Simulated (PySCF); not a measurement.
# Radial density of Cl²⁺ (chlorine, charge +2)

B3LYP, [Ne] 3s1 3p4, 3s spin antiparallel (an excited configuration). All numbers are calculated (PySCF 2.14, the non-relativistic Hamiltonian (point nucleus), in aug-cc-pV(Q+d)Z with one added diffuse shell each of s, p, d, f, g type (8s7p6d4f3g, 114 functions)).

```tsv
r (bohr)	4πr²ρ (e/bohr)	4πr²(ρα − ρβ)
0.00140	0.07563	-0.0003
0.00236	0.2072	-0.0009
0.00397	0.5549	-0.0023
0.00667	1.432	-0.0060
0.0112	3.472	-0.0144
0.0189	7.580	-0.0307
0.0318	13.90	-0.0513
0.0534	19.19	-0.0452
0.0899	17.50	0.0512
0.151	13.22	0.2004
0.254	17.89	0.1428
0.428	15.92	-0.0189
0.719	4.716	0.1072
1.21	3.814	0.5476
2.03	1.882	0.4761
3.42	0.1190	0.0443
5.76	0.0004098	0.0002
```

With the s spin flipped the determinant is a mixture of two multiplicities, not a spectroscopic state.
